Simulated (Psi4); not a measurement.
hydrogen iodide (HI), singlet, geometry from GFN2-xTB (core potentials on I); REVPBE/def2-SVPD in Psi4 1.11.

Input for Psi4:
```
memory 2 GB

molecule {
0 1
I    -0.00000000   -0.00000000   -0.02909860
H     0.00000000    0.00000000    1.54222583
}

set {
  basis def2-svpd
}

energy('revpbe')
print_variables()
```

What the program printed (banner, timings and long lists left out):

```
   => Loading Basis Set <=

    Name: DEF2-SVPD
    Role: ORBITAL
    Keyword: BASIS

    !!!  WARNING: ECP capability is in beta. Please check occupations closely.  !!!

         ---------------------------------------------------------
                                   SCF
               by Justin Turney, Rob Parrish, Andy Simmonett
                          and Daniel G. A. Smith
                              RKS Reference
         ---------------------------------------------------------

  ==> Geometry <==

    Molecular point group: c2v
    Full point group: C_inf_v

    Geometry (in Angstrom), charge = 0, multiplicity = 1:

       Center              X                  Y                   Z               Mass
    ------------   -----------------  -----------------  -----------------  -----------------
         I            0.000000000000     0.000000000000    -0.012380514871   126.904471900000
         H            0.000000000000     0.000000000000     1.558943915129     1.007825032230

  Running in c2v symmetry.

  Rotational constants: A = ************  B =      6.82834  C =      6.82834 [cm^-1]
  Rotational constants: A = ************  B = 204708.41907  C = 204708.41907 [MHz]
  Nuclear repulsion =    8.419286312979937

  Charge       = 0
  Multiplicity = 1
  Electrons    = 26
  Nalpha       = 13
  Nbeta        = 13

  ==> Algorithm <==

  SCF Algorithm Type is DF.
  DIIS enabled.
  MOM disabled.
  Fractional occupation disabled.
  Guess Type is SAD.
  Energy threshold   = 1.00e-06
  Density threshold  = 1.00e-06
  Integral threshold = 1.00e-12

  ==> Primary Basis <==

  Basis Set: DEF2-SVPD
    Blend: DEF2-SVPD
    Number of shells: 17
    Number of basis functions: 43
    Number of Cartesian functions: 46
    Spherical Harmonics?: true
    Max angular momentum: 2

  Core potential: DEF2-SVPD
    Number of shells: 4
    Number of ECP primitives: 29
    Number of ECP core electrons: 28
    Max angular momentum: 3

  ==> DFT Potential <==

   => LibXC <=

    Version 7.1.2
    S. Lehtola, C. Steigemann, M. J. T. Oliveira, and M. A. L. Marques,  SoftwareX 7, 1–5 (2018) (10.1016/j.softx.2017.11.002)

   => Composite Functional: REVPBE <=

    revPBE GGA Exchange-Correlation Functional

    Y. Zhang and W. Yang, Phys. Rev. Lett. 80, 890, 1998

    Deriv               =              1
    GGA                 =           TRUE
    Meta                =          FALSE

    Exchange Hybrid     =          FALSE
    MP2 Hybrid          =          FALSE

[...]
   @DF-RKS iter   4:  -298.33310532986519   -7.27619e-04   3.34258e-03 ADIIS/DIIS
   @DF-RKS iter   5:  -298.33881265500219   -5.70733e-03   1.36005e-04 ADIIS/DIIS
   @DF-RKS iter   6:  -298.33882290827222   -1.02533e-05   1.72427e-05 DIIS
   @DF-RKS iter   7:  -298.33882304588087   -1.37609e-07   2.37200e-06 DIIS
   @DF-RKS iter   8:  -298.33882304874516   -2.86428e-09   2.06355e-07 DIIS
  Energy and wave function converged.

  ==> Post-Iterations <==

   Electrons on quadrature grid:
      Ntotal   =   26.0000002277 ; deviation = 2.277e-07

    Orbital Energies [Eh]
    ---------------------

    Doubly Occupied:

[...]
       3B2    -0.247879

    Virtual:

[...]
    Final Occupation by Irrep:
             A1    A2    B1    B2
    DOCC [     6,    1,    3,    3 ]
    NA   [     6,    1,    3,    3 ]
    NB   [     6,    1,    3,    3 ]

  @DF-RKS Final Energy:  -298.33882304874516

   => Energetics <=

    Nuclear Repulsion Energy =              8.4192863129799367
    One-Electron Energy =                -535.0700685340445943
    Two-Electron Energy =                 250.9259202519267546
    DFT Exchange-Correlation Energy =     -22.6139610796072468
    Empirical Dispersion Energy =           0.0000000000000000
    VV10 Nonlocal Energy =                  0.0000000000000000
    Total Energy =                       -298.3388230487451551

Computation Completed

Properties will be evaluated at   0.000000,   0.000000,   0.000000 [a0]

Properties computed using the SCF density matrix

 Multipole Moments:

 ------------------------------------------------------------------------------------
     Multipole            Electronic (a.u.)      Nuclear  (a.u.)        Total (a.u.)
 ------------------------------------------------------------------------------------

 L = 1.  Multiply by 2.5417464519 to convert [e a0] to [Debye]
 Dipole X            :          0.0000000            0.0000000            0.0000000
 Dipole Y            :          0.0000000            0.0000000            0.0000000
 Dipole Z            :         -2.1997320            2.3610825            0.1613504
 Magnitude           :                                                    0.1613504

 ------------------------------------------------------------------------------------

  Variable Map:
  ----------------------------------------------------------------------------
[...]
  Array Variable Map:
  ----------------------------------------------------------------------------
[...]
[...]
```
